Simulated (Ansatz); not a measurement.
`[SiH3][SiH2][GaH2]` + H–F → `F[SiH2][GaH2]` + SiH₄ at 400 K and 1 bar (cleavage of the Si–Si bond).

Calculated with Ansatz (gas phase, PBE0-D4/def2-TZVP geometries, no zero-point term in ΔE). CCSD(T)/CBS adds triple-zeta CCSD(T) − MP2 to the extrapolated MP2 energy (def2 sets, frozen cores). This one scheme is used for every species. For Ga outer-core shells are correlated without core-valence functions, which leaves a few kJ/mol of doubt a bond. Scalar relativity is left out up to krypton.

```json
{"species": "`[SiH3][SiH2][GaH2]`", "CCSD(T)/CBS energy (Eh)": "-2506.27760", "H − E (kJ/mol)": "179.3", "S (J/(mol·K))": "405.6"}
{"species": "H–F", "CCSD(T)/CBS energy (Eh)": "-100.39570", "H − E (kJ/mol)": "36.5", "S (J/(mol·K))": "182.2"}
{"species": "`F[SiH2][GaH2]`", "CCSD(T)/CBS energy (Eh)": "-2315.24935", "H − E (kJ/mol)": "113.2", "S (J/(mol·K))": "350.9"}
{"species": "SiH₄", "CCSD(T)/CBS energy (Eh)": "-291.46306", "H − E (kJ/mol)": "96.9", "S (J/(mol·K))": "218.6"}
```

H − E and S are ideal-gas, rigid-rotor, harmonic terms from PBE0-D4/def2-TZVP. 1 Eh = 2625.50 kJ/mol, R = 8.31446 J/(mol·K).

**Question.** By hand: ΔE, ΔH, ΔS and ΔG.

**Answer.** ΔE = (-2315.24935) + (-291.46306) − (-2506.27760) − (-100.39570) = -0.03911 Eh = -102.7 kJ/mol. Δ(H − E) = 113.2 + 96.9 − 179.3 − 36.5 = -5.7, so ΔH = -108.4 kJ/mol. ΔS = 350.9 + 218.6 − 405.6 − 182.2 = -18.3 J/(mol·K). ΔG = -108.4 − 400 × (-18.3)/1000 = -101.1 kJ/mol.

**Question.** By hand: the equilibrium constant, and the temperature at which ΔG would vanish if ΔH and ΔS stayed fixed.

**Answer.** log₁₀ K = −ΔG/(RT ln 10) = 13.2. ΔG = 0 at ΔH/ΔS = 5923 K, far beyond where these terms or the molecules hold.

ΔH outweighs TΔS. A doubt of 5 kJ/mol in ΔE shifts log₁₀ K by 0.7 here. These are equilibria of isolated gas molecules and say nothing of rates. Largest T1 diagnostic: 0.014 (customary marks: 0.02 for closed shells, 0.045 for open ones).
